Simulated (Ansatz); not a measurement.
**H3OSi3: where a starting geometry ends**

The starting geometry of this gas-phase doublet was optimised with GFN2-xTB.

```xyz
7

O    -0.5190   -3.2354   -2.6128
Si   -0.8730   -0.6015   -0.9775
Si   -0.0393   -1.6537   -2.8175
Si   -1.0275   -4.7185   -2.3240
H    -0.1236    0.6746   -0.9704
H    -2.2849   -0.1927   -1.1554
H    -0.8602   -1.0390    0.4342
```

Q: Predict what becomes of its bonds when it is optimised with B3LYP-D3(BJ)/def2-SVP.

A: It keeps its bonds.

The energy falls by 0.34 eV over 15 steps:

```
step  E − E(last) (eV)
   1             0.342
   3             0.039
   4             0.018
   6             0.007
   7             0.005
   9             0.001
  10             0.001
  12             0.000
  13             0.000
  15             0.000
```

Final geometry (Å):

```xyz
7

O    -0.5899   -3.1048   -2.5001
Si   -0.7967   -0.5305   -1.0413
Si    0.2898   -1.6745   -2.8851
Si   -1.4135   -4.4659   -2.1499
H    -0.4225    0.9009   -0.8182
H    -2.2825   -0.5994   -1.2507
H    -0.5121   -1.2918    0.2219
```

The end wasn't checked by frequencies. Open shells are spin-unrestricted. Run with Ansatz 0.2.0, 55 s on 2 threads of AMD EPYC 7R43 64-Core Processor (Zen 3), with other jobs on the host.
